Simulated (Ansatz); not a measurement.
Which method gave which barrier?

Saddle point of BH5O3, singlet (BH₃O₃ ([OH][B]([OH])[OH]) + H₂ → BH₃O₂ ([OH][BH][OH]) + H₂O; bonds formed: B1–H6, O2–H5; bonds broken: B1–O2, H5–H6), PBE0-D4/def2-TZVP structure:

```xyz
9
angstrom
B -0.1982 -0.1021 0.0326
O 1.2373 0.4933 -0.3004
O -0.4465 -1.3684 -0.4624
O -1.1617 0.8781 -0.1490
H 0.9786 0.3165 0.8559
H 0.1813 -0.1537 1.3950
H 1.1171 1.4152 -0.5621
H 0.2856 -1.9787 -0.3696
H -1.9934 0.4998 -0.4400
```

Ansatz 0.2.0; basis: def2-TZVPP, with def2-QZVPP for the basis limit; cores frozen in the correlated methods. B3LYP uses VWN-RPA correlation. Extrapolation: Hartree–Fock as exp(−7.88 √X), correlation as X^−2.97. Four methods, as single points on the PBE0-D4 structures, gave these electronic barriers from the start structure: 54.66, 56.70, 60.79, 72.17 kcal/mol.

Problem. The methods were, in alphabetical order, B3LYP-D4, BHLYP-D4, BLYP-D4, HF. Which gave which? (Judge from chemistry; the calculation decides.)

Solution. By the calculation: BLYP-D4 54.66; B3LYP-D4 56.70; BHLYP-D4 60.79; HF 72.17 kcal/mol. For comparison, CCSD(T) at an estimated basis limit (MP2 extrapolated from triple and quadruple zeta, plus CCSD(T) − MP2 in triple zeta) gives 57.57 kcal/mol.

No T1 diagnostic of these runs exceeds 0.013.

Labels in which every atom is bracketed show which atoms are joined, not bond orders.

For scale, one of the runs: CCSD(T)/def2-TZVPP, 194 basis functions (an equivalent command: `ansatz run in.yaml --threads 4`). The run took 43 s on 4 CPU threads (shared host), with 2.4 GiB of host memory at its peak.
